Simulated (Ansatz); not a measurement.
C₂H₆AlClO. Charge 0, multiplicity 1. The bonds changed during the relaxation, so this is another structure than the one it started from.

Cartesian coordinates in Å:
```
C 0.860 -0.751 1.662
C 0.416 -0.368 0.312
Cl 0.054 -0.077 -2.917
O -0.488 0.432 0.122
Al -1.208 1.061 -1.582
H 0.776 -1.839 1.763
H 0.288 -0.246 2.437
H 1.927 -0.523 1.757
H 0.915 -0.815 -0.561
H -0.844 2.601 -1.505
H -2.697 0.525 -1.488
```

**Question.** What are the harmonic wavenumbers in cm⁻¹ at PBE0-D4/def2-TZVP (Ansatz, finite differences of forces, unscaled)? (Best estimate.)

**Answer.** Computed: 86, 120, 120, 166, 226, 320, 461, 500, 507, 578, 681, 759, 811, 935, 1156, 1165, 1373, 1424, 1447, 1451, 1764, 1922, 1924, 3044, 3053, 3108, 3183.

**Question.** Is this a minimum?

**Answer.** Yes, all 27 modes are real.

**Question.** Give the ideal-gas thermochemistry at 298.15 K and 1 bar (rigid rotor, harmonic oscillator; point group Cs, symmetry number 1).

**Answer.** Zero-point energy 193.1 kJ/mol; H(298) − E = 216.1 kJ/mol; entropy 364.1 J/(mol·K), of which translation 167.3, rotation 116.2, vibration 80.6; G(298) − E = 107.5 kJ/mol. Modes under 100 cm⁻¹ are hindered rotations or soft bends, so the harmonic entropy is rough.

**Question.** And at 400, 500, 600, 800 and 1000 K?

**Answer.** 
| T (K) | H − E (kJ/mol) | S (J/mol/K) | G − E (kJ/mol) |
| --- | --- | --- | --- |
| 400 | 228.9 | 400.9 | 68.5 |
| 500 | 243.2 | 433.0 | 26.8 |
| 600 | 259.2 | 461.9 | -18.0 |
| 800 | 294.7 | 512.8 | -115.6 |
| 1000 | 333.8 | 556.5 | -222.6 |
